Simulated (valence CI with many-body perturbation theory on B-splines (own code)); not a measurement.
**Missing levels of Bi42+**

Computed by valence CI with perturbative core correlation (CI+MBPT): five valence electrons over a frozen Dirac-Fock core [Kr], a basis of 7 s, 7 p, 8 d, 6 f, 4 g, 1 h functions for each j, with the one-electron correlation potential Σ1, the two-electron term Σ2, the three-electron term Σ3, Breit, model QED; selected CI, second order for the rest (own B-spline code, finite nucleus).

The last digits are not significant, and no measured levels were compared; by estimate large intervals hold to a few tenths of a per cent, small ones and those within an open d or f shell to about a per cent. Only levels of the ground parity were solved; by the run's estimate the other parity begins above the list, which can be wrong where configurations are misplaced.

| Level | E (eV) |
| --- | --- |
| (4d3/2^4 4d5/2) J=5/2 | 0.000 |
| (4d3/2^3 4d5/2^2) J=5/2 [a] | 26.994 |
| (4d3/2^3 4d5/2^2) J=7/2 [a] | ? |
| (4d3/2^3 4d5/2^2) J=3/2 [a] | 33.049 |
| (4d3/2^3 4d5/2^2) J=11/2 | ? |
| (4d3/2^3 4d5/2^2) J=9/2 | 35.551 |
| (4d3/2^3 4d5/2^2) J=5/2 [b] | 37.062 |
| (4d3/2^3 4d5/2^2) J=1/2 | 38.543 |
| (4d3/2^3 4d5/2^2) J=7/2 [b] | 39.021 |
| (4d3/2^3 4d5/2^2) J=3/2 [b] | 46.620 |
| (4d3/2^2 4d5/2^3) J=5/2 [a] | 58.925 |
| (4d3/2^2 4d5/2^3) J=7/2 [a] | 62.882 |
| (4d3/2^2 4d5/2^3) J=11/2 | 63.600 |
| (4d3/2^2 4d5/2^3) J=9/2 [a] | ? |
| (4d3/2^2 4d5/2^3) J=1/2 [a] | ? |
| (4d3/2^2 4d5/2^3) J=13/2 | 66.325 |
| (4d3/2^2 4d5/2^3) J=3/2 [a] | ? |
| (4d3/2^2 4d5/2^3) J=5/2 [b] | 67.245 |
| (4d3/2^2 4d5/2^3) J=9/2 [b] | ? |
| (4d3/2^2 4d5/2^3) J=7/2 [b] | 70.929 |

Levels are named by their leading jj configuration (3d3/2^4 stands for four electrons in 3d with j = 3/2), which in mixed levels can hold well under half, so a name can repeat and another be missing. Letters in brackets count levels of one name in rising energy.

**Question.** The levels stand in rising order. What does the calculation give for the missing energies?

**Answer.** (4d3/2^3 4d5/2^2) J=7/2 [a] 32.361; (4d3/2^3 4d5/2^2) J=11/2 33.503; (4d3/2^2 4d5/2^3) J=9/2 [a] 64.268; (4d3/2^2 4d5/2^3) J=1/2 [a] 65.841; (4d3/2^2 4d5/2^3) J=3/2 [a] 66.838; (4d3/2^2 4d5/2^3) J=9/2 [b] 70.056.
